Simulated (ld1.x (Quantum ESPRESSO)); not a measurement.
The numbers below are computed, except where a source is named.
**Pseudopotentials across the periodic table**

Generated with ld1.x 7.5 (TM, RRKJ, ultrasoft, PAW), atompaw 4.2 or ONCVPSP 4.0.1. The cutoff is in Ry: for ld1.x and atompaw files where the sum of valence levels is converged to 10 mRy in a Bessel basis, for ONCV files where the hardest occupied wave has 1 mHa per electron of residual kinetic energy. The error is the largest all-electron minus pseudo excitation energy over each file’s own four to seven test configurations (ionisations up to +4, promotions, holes and added fractions of an electron), all of which were solved. The labels leave out finer settings (local radius, basis sizes, second energies), which also bear on the numbers. Spin-polarised tests are not counted. The rows are a selection from randomly drawn settings: files with unsolved tests, undetermined cutoffs or missed reference levels are left out.

A true bound ghost makes a file unfit for plane-wave use even where its test errors are small: the radial tests pick states by their node count and pass the ghost by.

```csv
element,potential,cutoff (Ry),largest error (meV),bound ghosts
Ar,"ultrasoft, PBEsol, scalar-relativistic, rc 1.25/1.35/1.15 (spd), local smoothed, core correction no, reference 3s2 3p5.5",35,+65,none
Ru,"PAW, LDA (PZ), non-relativistic, rc 3.00/2.10/1.35 (spd), local smoothed, core correction yes, reference 4p6 4d7 5s1 5p0",55,-46,none
```

Fill in the row for Ir: TM, revPBE, scalar-relativistic, rc 2.35/1.20/1.70 (spd), local s, core correction yes, reference 5p6 5d7 6s1.5 6p0.

cutoff 120 Ry, largest error -996 meV, bound ghosts: none.

Fill in the row for Li: TM semilocal, PW91, non-relativistic, rc 3.05/4.20/4.35 (spd), local p, core correction yes, reference 2s0.5 2p0.5.

cutoff 6 Ry, largest error +3.3 meV, bound ghosts: none.

Fill in the row for Ta: PAW, PBE, scalar-relativistic, rc 2.66/4.50/2.56 (spd), local smoothed, core correction yes, reference 5d3 6s1.75 6p0.25.

cutoff 15 Ry, largest error -41 meV, bound ghosts: s.
